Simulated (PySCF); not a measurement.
# A small calculation by hand: oscillator strength and radiative lifetime

SiHClBr₂, SMILES Cl[SiH](Br)Br.

Geometry: PBE0-D3(BJ)/def2-SVP.

TDDFT-CAM-B3LYP/def2-SVPD in PySCF puts the first singlet state with f over 0.02 at 6.80 eV (vertical), with the transition dipole (-0.344, 0.102, 0.000) in atomic units.

Problem. Find the oscillator strength, the wavelength and the radiative lifetime that this transition would have in vacuum if emission retraced absorption.

Solution. 
|μ|² = 0.1287 au, so |μ| = 0.91 D. ΔE = 6.80/27.211 = 0.2499 hartree. f = (2/3) ΔE |μ|² = 0.021 (the program prints 0.021).
λ = 1239.84/6.80 = 182 nm; ν = 54846 cm⁻¹.
Einstein's coefficient A = 0.6670 ν² f s⁻¹ (ν in cm⁻¹) = 4.3e7 s⁻¹, so τ = 1/A = 23 ns. This state is S3; the lower singlets have f = 0.011, 0.013. The figure is the radiative limit of this one transition; relaxation, internal conversion, crossing to triplets and a medium change what is measured.
